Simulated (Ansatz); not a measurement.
```xyz
10

C     0.0488   -0.8834   -1.1246
N     0.1203    0.2811   -0.2727
B    -0.1708    0.3039    1.1017
O    -0.1024    1.4064    1.9053
F    -0.5491   -0.8300    1.7038
H     1.0204   -1.1228   -1.5682
H    -0.2684   -1.7397   -0.5311
H    -0.6741   -0.7499   -1.9356
H     0.4058    1.1252   -0.7383
H     0.1695    2.2091    1.4599
```

Total charge 0; spin multiplicity 1.

List the PBE/def2-TZVPP orbital energies in eV (the Gaussian-basis code of Ansatz). (Estimate.)

Ansatz gave: Occupied: -659.43, -510.40, -380.48, -269.62, -178.25, -29.52, -25.47, -22.27, -16.75, -14.02, -13.31, -11.66, -11.34, -10.83, -10.14, -9.32, -9.15, -8.56, -8.16, -5.96. Lowest empty: -0.38, 0.81, 1.34, 1.47, 2.01, 2.55, 2.61, 3.31.
